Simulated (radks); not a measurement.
Results of a calculation; reference values are marked as such.
Problem. The mean radii <r> (bohr) of the occupied orbitals of an atom or ion are listed with their occupations. Code: a radial shooting solver on a logarithmic mesh with Libxc functionals. Model: Dirac Kohn-Sham, PBEsol, spin-unpolarised, spherical densities, finite nucleus; Fermi nuclear charge, rms radius of each element as measured or else 0.836 A^(1/3) + 0.57 fm.

| orbital | occ. | <r> |
|---|---|---|
| 1s1/2 | 2 | 0.02275 |
| 2s1/2 | 2 | 0.09654 |
| 2p1/2 | 2 | 0.08076 |
| 2p3/2 | 4 | 0.08739 |
| 3s1/2 | 2 | 0.2547 |
| 3p1/2 | 2 | 0.2443 |
| 3p3/2 | 4 | 0.2571 |
| 3d3/2 | 4 | 0.2288 |
| 3d5/2 | 6 | 0.2327 |
| 4s1/2 | 2 | 0.5758 |
| 4p1/2 | 2 | 0.5886 |
| 4p3/2 | 4 | 0.6166 |
| 4d3/2 | 4 | 0.6527 |
| 4d5/2 | 6 | 0.6623 |
| 5s1/2 | 2 | 1.317 |
| 5p1/2 | 2 | 1.438 |
| 5p3/2 | 4 | 1.507 |
| 4f5/2 | 1.28571 | 0.8030 |
| 4f7/2 | 1.71429 | 0.8095 |
| 6s1/2 | 2 | 2.939 |

Name the element and its charge. Open shells, if any, are shared by 2j + 1.

Solution. Z = 62, samarium, charge +3: Sm3+ in [Xe] 4f3 6s2. The 1s radius gives Z: for a bare nucleus <r> = (2 gamma + 1)/(2Z) with gamma = sqrt(1 - (Z/c)^2), 0.02245 bohr for Z = 62, and screening makes it slightly larger (0.02275 here). The occupations add up to 59, and the charge is Z minus that.
